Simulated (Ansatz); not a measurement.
Reaction (substitution at a C–O bond): `CC(O)Cl` + HI → `CC(Cl)I` + H₂O

Gas-phase electronic energies from Ansatz, PBE0-D4/def2-TZVP geometries. CCSD(T)/CBS is the MP2 limit (def2-TZVPP, def2-QZVPP) plus CCSD(T) − MP2 in def2-TZVPP, frozen cores. This one scheme is used for every species. DFT in def2-TZVPP. Elements past krypton have def2 core potentials. For I outer-core shells are correlated without core-valence functions, which leaves a few kJ/mol of doubt a bond. Each species was taken in one conformer, which may not be the lowest.

**Question.** Is it downhill or uphill in electronic energy at CCSD(T)/CBS, and by how much? (An estimate is asked.)

**Answer.** Computed: Downhill: ΔE = -4.5 kcal/mol.

**Question.** What do these levels give: r2SCAN-D4, r2SCANh-D4, r2SCAN0-D4, ωB97X-V, PBE, r2SCAN? (Best estimate.)

**Answer.** Computed: r2SCAN-D4 0.3, r2SCANh-D4 0.3, r2SCAN0-D4 0.3, ωB97X-V 0.6, PBE 0.0, r2SCAN 0.5 kcal/mol.

Largest T1 diagnostic among the species: 0.010.

In def2-TZVPP, CCSD(T) changes the Hartree–Fock value by −5.7 kcal/mol (the triples alone add −0.9 kcal/mol) and MP2 by −9.2 kcal/mol. The D4 term adds −2.0 kcal/mol with B3LYP and −1.0 kcal/mol with PBE0; it sums over pairs of atoms, weighted by their polarisabilities, and B3LYP, whose exchange is more repulsive, gets the larger term.

B3LYP here is the variant with VWN-RPA as its local correlation; programs differ in this.
